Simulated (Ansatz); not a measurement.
Two isomers of C9H10O: A = `c1ccc2c(c1)CCCO2`, B = `c1ccc2c(c1)CCOC2`.

Calculated with Ansatz (gas phase, PBE0-D4/def2-TZVP geometries, no zero-point term in ΔE). CBS: MP2 limit from def2 TZ/QZ plus the TZ coupled-cluster correction, frozen cores. DFT in def2-TZVPP. B3LYP here is the variant with VWN-RPA as its local correlation; programs differ in this.

Problem. Which is lower in electronic energy at CCSD(T)/CBS, and by how much? (Best estimate.)

Solution. Computed: A, by 4.0 kcal/mol.

Problem. Give E(B) − E(A) in kcal/mol with LDA (SPW92), ωB97M-V, BLYP-D4, B3LYP-D4, CCSD(T)/def2-SVP, CCSD(T)/def2-TZVPP, PBE-D4. (Best estimate.)

Solution. Ansatz gave: LDA (SPW92) 6.3, ωB97M-V 4.5, BLYP-D4 4.8, B3LYP-D4 4.7, CCSD(T)/def2-SVP 4.6, CCSD(T)/def2-TZVPP 4.1, PBE-D4 5.5. None reverses the order clearly.

Largest T1 diagnostic: 0.011.

Leaving LDA and LC-ωPBE aside and taking each functional with its dispersion term where it has one, the values, not all of them listed here, spread over 1.3 kcal/mol, from BHLYP-D4 to r2SCAN-D4. LDA lies +0.8 kcal/mol from PBE without D4.
